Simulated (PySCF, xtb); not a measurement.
Al(Me)2(NH2) (C2H8AlN), SMILES [CH3][Al]([NH2])[CH3].

GFN2-xTB run with xtb at its own geometry gives an orbital gap of 4.51 eV and a dipole moment of 0.47 D.

The structure is a stationary point at B3LYP-D3(BJ)/def2-SVP. The structure was generated by enumeration; whether it is a known compound was not checked. The values are those of a single conformer.

Q: What does PBE0/def2-TZVP (PySCF) give? (The exact figures need the calculation; the answer reports its results.)

A: gap 7.50 eV (levels -7.17 and 0.32 eV), dipole 0.66 D.
